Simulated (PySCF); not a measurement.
N²⁺: ionisation energy

N²⁺ [He] 2s2 2p1 (2P) → N³⁺ [He] 2s2 (1S), as a difference of total energies. All numbers are calculated (PySCF 2.14, scalar relativity by spin-free X2C-1e, in Sapporo-DZP-2012 (4s3p1d, 18 functions)). Correlated levels: valence: 1s2 frozen. The calculations carry no spin-orbit coupling.

```json
{"method": "UHF", "ionisation energy (eV)": "47.152"}
{"method": "BP86", "ionisation energy (eV)": "47.923"}
{"method": "B3LYP", "ionisation energy (eV)": "48.148"}
{"method": "MP2 (valence)", "ionisation energy (eV)": "47.184"}
{"method": "SCS-MP2 (valence)", "ionisation energy (eV)": "47.124"}
{"method": "CCSD (valence)", "ionisation energy (eV)": "46.941"}
{"method": "CCSD(T) (valence)", "ionisation energy (eV)": "46.957"}
```

Errors of the correlated levels include the incompleteness of this basis and the frozen core.

The coupled-cluster amplitudes are large for N³⁺ (T1 above 0.03 or a double amplitude above 0.15), so a single reference is strained.

**Question.** Which method comes closest to the reference value, and which is furthest?

**Answer.** The reference is 47.445 eV (semi-empirical (NIST evaluation); NIST Atomic Spectra Database, ionization energies). Closest: MP2 (valence) (error -0.261 eV); furthest: B3LYP (error 0.703 eV).
